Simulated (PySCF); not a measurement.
KLi: frontier orbitals

M06-2X at R = 3.426 Å; basis K def2-SVPD, Li def2-SVPD; no relativity; PySCF 2.14. State: ¹Σ⁺ (singlet), closed shell. Only the outer orbitals are listed, counted within each symmetry.

```
orbital  occ.  ε (eV)  on K (%)          main shells (%)
     4σ     2  -58.84         0                 100 Li s
     5σ     2  -40.97       100                  100 K s
     2π     2  -22.63       100                  100 K p
     2π     2  -22.63       100                  100 K p
     6σ     2  -22.60       100                  100 K p
     7σ     2   -3.74        55          50 K s, 45 Li s
     8σ     0   -1.00        63  37 K s, 26 K p, 24 Li s
     3π     0   -0.29        69          69 K p, 31 Li p
     3π     0   -0.29        69          69 K p, 31 Li p
```

Q: Which are the highest filled and the lowest empty level, where do they sit, and how wide is the gap?

A: Highest filled 7σ at -3.74 eV (in %: 50 K s, 45 Li s); lowest empty 8σ at -1.00 eV (in %: 37 K s, 26 K p, 24 Li s); the gap at M06-2X is 2.74 eV.

The bond order (Mayer) is 0.99. The ⟨S²⟩ is 0.000. The charge on K (Mulliken, basis-dependent) is -0.10. The charge on K (Löwdin, basis-dependent) is 0.07 and the dipole moment (positive dipole means K(−)Li(+)) is -2.32 D.

Closed-shell solutions of metal pairs were not tested for spin polarisation, which can lower them a little.
